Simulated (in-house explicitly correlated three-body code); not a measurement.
Computed with an exponentially correlated three-body code. Model: two electrons around a point charge, non-relativistic, variational in 260 exponentially correlated functions (energies converged to about 1e-7 hartree, or 1e-8 relative for large Z).

For two electrons in a singlet the Kohn-Sham orbital is the square root of half the density, so the exact Kohn-Sham potential and energy parts follow from the density alone, and exchange is minus half the Hartree energy. The Kohn-Sham level equals minus the binding energy of the second electron.

Command:
```bash
python run_hyl.py task.json out
```
Settings (lengths in bohr, energies in hartree):
```
Z                      2.6
interaction_strength   1
functions              260
states_tried           13
```

Time taken, with all properties: 31 s on 1 thread of Intel(R) Xeon(R) Platinum 8488C (Sapphire Rapids), with other jobs on the host.

**Those bound S and P states to n = 4 that converged, binding against the one-electron ion.**

Given: nuclear charge 2.6.

Computed: one-electron threshold -3.38 hartree.

```tsv
term	energy (hartree)	binding (eV)	quantum defect
1 1S	-5.28952869	51.961	0.18127
2 3S	-3.78633402	11.057	0.22514
2 1S	-3.7330853	9.6079	0.096008
2 3P	?	?	?
2 1P	-3.69591266	8.5964	-0.012897
3 3S	-3.545307	4.4982	0.21735
3 1S	-3.531443	4.121	0.092763
3 3P	?	?	?
3 1P	-3.52092967	3.8349	-0.013726
4 3S	-3.46934728	2.4313	0.21501
4 1S	-3.46380562	2.2805	0.091875
4 3P	-3.46245478	2.2437	0.059992
4 1P	-3.45944843	2.1619	-0.013861
```

What belongs in the row 2 3P?

energy (hartree): -3.71935862; binding (eV): 9.2344; quantum defect: 0.057882.

What belongs in the row 3 3P?

energy (hartree): -3.52804207; binding (eV): 4.0284; quantum defect: 0.059559.

**Converged states only, values per electron or pair.**

```
term  mean r (bohr)  mean r squared (bohr²)  mean inverse r (1/bohr)  mean r12 (bohr)  mean inverse r12 (1/bohr)  mean cosine  mean p1 dot p2 (bohr⁻²)  delta r1 (bohr⁻³)  delta r12 (bohr⁻³)
1 1S        0.67644                 0.62505                    2.288           1.0234                     1.3188    -0.050096                  0.23672             4.3058             0.30872
2 3S         1.7862                  5.4564                   1.5304           3.0774                    0.38531    -0.013904                 0.013436             2.9479                   -
2 1S              ?                       ?                        ?                ?                          ?            ?                        ?                  ?                   ?
2 3P              ?                       ?                        ?                ?                          ?            ?                        ?                  ?                   -
2 1P         1.8784                  6.2749                    1.497           3.2356                    0.39281    0.0043236                  0.14899             2.8025           0.0043549
3 3S          3.931                  30.366                   1.3973           7.3175                    0.17536   -0.0040108                0.0036161              2.837                   -
3 1S         4.2563                  35.982                   1.3918           7.9634                     0.1744   -0.0046131                0.0048243             2.8315           0.0096797
3 3P         4.0261                   32.48                   1.3918           7.5119                    0.18145      -0.0135                -0.050116             2.7866                   -
3 1P         4.2344                  36.077                    1.388           7.9173                    0.17592    0.0013595                 0.044912             2.7987           0.0014849
4 3S         7.0132                  101.98                   1.3535           13.467                   0.099315   -0.0016432                0.0014517             2.8131                   -
4 1S         7.4518                  115.68                   1.3512           14.342                   0.098739   -0.0019512                0.0020004             2.8113           0.0040212
4 3P         7.2508                  110.28                   1.3512           13.944                    0.10149   -0.0054995                 -0.02018             2.7929                   -
4 1P         7.5285                   119.1                   1.3496           14.494                   0.099265   0.00057528                 0.019003             2.7978          0.00065535
```

What belongs in the row 2 1S?

mean r (bohr): 2; mean r squared (bohr²): 7.044; mean inverse r (1/bohr): 1.5098; mean r12 (bohr): 3.4858; mean inverse r12 (1/bohr): 0.38504; mean cosine: -0.015029; mean p1 dot p2 (bohr⁻²): 0.016792; delta r1 (bohr⁻³): 2.9193; delta r12 (bohr⁻³): 0.033388.

What belongs in the row 2 3P?

mean r (bohr): 1.7383; mean r squared (bohr²): 5.31; mean inverse r (1/bohr): 1.5101; mean r12 (bohr): 2.9974; mean inverse r12 (1/bohr): 0.41392; mean cosine: -0.049478; mean p1 dot p2 (bohr⁻²): -0.1892; delta r1 (bohr⁻³): 2.7578.

**Electric-dipole lines between converged S and P states, rate of the upper state's decay.**

```tsv
s state	p state	p minus s (eV)	oscillator strength from s	rate (1/s)
1 1S	2 1P	43.365	0.39933	1.0862e+10
1 1S	3 1P	48.126	0.099682	3.3394e+09
1 1S	4 1P	49.799	0.039724	1.4249e+09
2 1S	2 1P	?	?	?
2 1S	3 1P	5.773	0.22555	1.0873e+08
2 1S	4 1P	7.446	0.066219	5.3103e+07
3 1S	2 1P	-4.4754	-0.10748	9.3411e+07
3 1S	3 1P	0.28608	0.43544	515460
3 1S	4 1P	1.9591	0.22833	1.2675e+07
4 1S	2 1P	-6.316	-0.020687	3.5808e+07
4 1S	3 1P	-1.5544	-0.23132	2.4253e+07
4 1S	4 1P	0.11857	0.60043	122090
2 3S	2 3P	1.8225	0.37332	1.7935e+07
2 3S	3 3P	7.0285	0.14705	1.0507e+08
2 3S	4 3P	8.8132	0.048106	5.4045e+07
3 3S	2 3P	-4.7362	-0.13953	1.3581e+08
3 3S	3 3P	0.4698	0.62064	1.9813e+06
3 3S	4 3P	2.2545	0.14069	1.0343e+07
4 3S	2 3P	?	?	?
4 3S	3 3P	-1.5972	-0.29985	3.3191e+07
4 3S	4 3P	0.18755	0.85032	432640
```

What belongs in the row 2 1S 2 1P?

p minus s (eV): 1.0115; oscillator strength from s: 0.25727; rate (1/s): 3.8074e+06.

What belongs in the row 4 3S 2 3P?

p minus s (eV): -6.8032; oscillator strength from s: -0.024415; rate (1/s): 4.9032e+07.

**Exact Kohn-Sham parts of the ground state from its density.**

Computed: total energy -5.28952869 hartree; Kohn-Sham kinetic 5.2507 hartree; Hartree energy 2.8013 hartree; exchange energy -1.4007 hartree; DFT correlation energy -0.043063 hartree; kinetic part of the DFT correlation energy 0.03883 hartree; potential part of the DFT correlation energy -0.081893 hartree; exact minus restricted Hartree-Fock -0.043037 hartree; Kohn-Sham level -51.961 eV; dipole polarisability 0.37726 bohr³.

What is the restricted Hartree-Fock level?

-52.315 eV.

What is the C6 of two such species?

0.21299 hartree·bohr⁶.

The correlation energy of density-functional theory lies 0.026 millihartree below exact minus Hartree-Fock, because the Hartree-Fock density, unlike the exact one, minimises the Hartree-Fock energy.
